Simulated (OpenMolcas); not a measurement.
# Mo: CASPT2 settings compared

| Property | Result |
| --- | --- |
| Program | OpenMolcas 26.06 |
| Basis | ANO-R2 [7s5p4d2f1g] |
| Scalar Hamiltonian | X2C, finite nucleus |
| Active space | 6 electrons in 6 orbitals (4d 5s) |
| State averaging | 2S+1 = 7 even, 1 root; 2S+1 = 5 even, 30 roots kept (CI in the orbitals of an earlier block); 2S+1 = 3 even, 69 roots kept (CI in the orbitals of an earlier block, 60 in the spin-orbit step); 2S+1 = 1 even, 23 roots kept (CI in the orbitals of an earlier block, 1 in the spin-orbit step) |
| Spin-orbit coupling | RASSI with atomic mean-field integrals over the reference wave functions, term energies averaged over their components |

Methods on the same reference wave functions:
A. CASSCF
B. SS-CASPT2, IPEA 0.35 Eh, imaginary shift 0.25 Eh (closed shells correlated: none)
C. SS-CASPT2, IPEA 0.15 Eh, no level shift (closed shells correlated: none)
D. MS-CASPT2, IPEA 0.35 Eh, imaginary shift 0.25 Eh (closed shells correlated: none)
E. XMS-CASPT2, IPEA 0.6 Eh, imaginary shift 0.5 Eh (closed shells correlated: 3d 4s 4p)

Energies in cm-1 above 4d5 5s 7S3, the measured ground level; measured values from NIST Handbook of Basic Atomic Spectroscopic Data.

```json
{"Level": "4d5 5s 7S3", "A": "0.0", "B": "0.0", "C": "0.0", "D": "0.0", "E": "0.0", "Measured": "0.0"}
{"Level": "4d5 5s 5S2", "A": "16715", "B": "11050", "C": "9750", "D": "11050", "E": "12830", "Measured": "10768"}
{"Level": "4d4 5s2 5D0", "A": "20754", "B": "13510", "C": "12330", "D": "12540", "E": "8260", "Measured": "10966"}
{"Level": "4d4 5s2 5D1", "A": "20830", "B": "13590", "C": "12420", "D": "12660", "E": "8390", "Measured": ""}
{"Level": "4d4 5s2 5D2", "A": "20982", "B": "13760", "C": "12580", "D": "12910", "E": "8660", "Measured": ""}
{"Level": "4d4 5s2 5D3", "A": "21210", "B": "13990", "C": "12820", "D": "13260", "E": "9040", "Measured": ""}
{"Level": "4d4 5s2 5D4", "A": "21545", "B": "14310", "C": "13130", "D": "13710", "E": "9540", "Measured": ""}
{"Level": "4d5 5s 5G2", "A": "22634", "B": "19470", "C": "19410", "D": "19470", "E": "18210", "Measured": "16641"}
{"Level": "4d5 5s 5G3", "A": "22668", "B": "19510", "C": "19450", "D": "19510", "E": "18240", "Measured": ""}
{"Level": "4d5 5s 5G4", "A": "22704", "B": "19550", "C": "19500", "D": "19550", "E": "18280", "Measured": ""}
{"Level": "4d5 5s 5G5", "A": "22732", "B": "19590", "C": "19550", "D": "19590", "E": "18310", "Measured": ""}
{"Level": "4d5 5s 5G6", "A": "22745", "B": "19610", "C": "19560", "D": "19610", "E": "18320", "Measured": ""}
{"Level": "4d5 5s 5P3 [73 %]", "A": "25828", "B": "20120", "C": "19730", "D": "20110", "E": "19410", "Measured": ""}
{"Level": "4d5 5s 5P2 [71 %]", "A": "25910", "B": "20200", "C": "19790", "D": "20200", "E": "19500", "Measured": ""}
{"Level": "4d5 5s 5P1", "A": "25957", "B": "20320", "C": "19960", "D": "20330", "E": "19630", "Measured": ""}
{"Level": "4d5 5s 5D0", "A": "29978", "B": "21770", "C": "20660", "D": "22740", "E": "22000", "Measured": ""}
{"Level": "4d5 5s 5D1", "A": "30051", "B": "21920", "C": "20920", "D": "22830", "E": "22090", "Measured": ""}
{"Level": "4d5 5s 5D2 [72 %]", "A": "30174", "B": "22110", "C": "21170", "D": "22950", "E": "22200", "Measured": ""}
{"Level": "4d5 5s 5D3", "A": "30313", "B": "22250", "C": "21280", "D": "22990", "E": "22220", "Measured": ""}
{"Level": "4d5 5s 5D4", "A": "30419", "B": "22240", "C": "21130", "D": "22830", "E": "21990", "Measured": ""}
{"Level": "4d5 5s 3G3", "A": "31184", "B": "25400", "C": "24260", "D": "25400", "E": "25670", "Measured": ""}
{"Level": "4d5 5s 3G4", "A": "31215", "B": "25430", "C": "24290", "D": "25430", "E": "25670", "Measured": ""}
```

Deviations, from unrounded energies. A percentage is the sum of absolute deviations over the sum of measured energies, with the sign that they share, or ± where signs differ.

```tsv
Against measurement	Levels	A	B	C	D	E
mean absolute deviation (cm-1)	3	7200	1900	1700	1600	2100
other terms of the ground configuration (%)	2	+43.6	+11.4	±13.8	+11.4	+13.2
other configurations (%)	1	+89.3	+23.2	+12.5	+14.3	-24.7
```

D lies closest to measurement on these levels and A furthest from it. The largest miss of D in the table is 4d5 5s 5G2, by +2800 cm-1. The ranking rests on the paired levels alone, and a cruder setting can come out closer through cancelling errors.

Among B to E the level of the table that moves most is 4d4 5s2 5D0, by 5200 cm-1 (lowest in E, highest in B). Moves below CASPT2's spread within the term are not significant.

The mean deviations of B to E differ by less than CASPT2's widest spread within a term (1700 cm-1), so their order carries little weight.

From A to B the spin-free energies of the other terms of 4d5 5s shown, above 7S, scale by factors of 0.66 to 0.86.

The lowest spin-free term lies below A's lowest term by 0.082 hartree in B, 0.090 hartree in C, 0.082 hartree in D, 0.395 hartree in E.

CASPT2 breaks the degeneracy within a term, and the mean is taken; among the terms shown or strongly mixed into the levels shown the widest spread is 1700 cm-1 (4d5 5s 5G, E). Over all roots computed the reference weight is 0.90 to 0.95 in C; the roots of lowest weight are the least certain, and an intruder state may touch them. Some high roots are left out of the spin-orbit mixing, which shifts the levels that they would mix with. Terms from blocks run as CI alone lack orbitals of their own. Configurations are named by rounded mean occupations; where the s occupation lies near a half they are strongly mixed, a name can repeat and a true partner stay unpaired. A single d shell beside an s shell can misplace configurations of different d count against each other. Without dynamic correlation excited terms often stand tens of per cent too high (terms of higher spin than the ground term too low), and those without a measured partner can miss by more than the paired ones (holds for A). Some terms miss by over 15 % even with CASPT2, which points to a basis or an active space too small for the shells correlated (holds for B; C; D; E). The CASPT2 spread within a term exceeds the gap to the next term for 4d5 5s 5G and 4d5 5s 5P, so the order of their levels is uncertain, and so are names and mixing where such terms share a J (holds for E). Computed and measured levels are paired by configuration, term and J; levels that our copy of the source lacks, or whose pairing is in doubt (as where it misses far off the trend of its configuration), stay unpaired and out of the deviations. Levels of configurations outside the active space are missing. Levels that lie high or do not pair safely by name in every column are left out.

A share in square brackets marks a mixed level and gives the weight of the term that names it, the lowest over the columns.
